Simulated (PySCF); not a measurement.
# Electron correlation in Be (beryllium, neutral)

[He] 2s2, closed-shell 1S. All numbers are calculated (PySCF 2.14, the spin-free X2C one-electron Hamiltonian (Gaussian nucleus), in x2c-TZVPPall (5s3p1d, 19 functions)). Frozen: 1s2; 2 electrons correlated.

With two correlated electrons CCSD is exact within the correlated space (frozen core and kept virtual orbitals).

```csv
level,correlation energy (mhartree)
CCSD,-45.09
```

Diagnostics: T1 = 0.021, D1 = 0.0290, largest double amplitude 0.149.

Problem. Is a single reference adequate?

Solution. Mostly. T1 lies below 0.03, but a double amplitude of this size points to a near-degeneracy that CCSD handles and MP2 describes poorly.
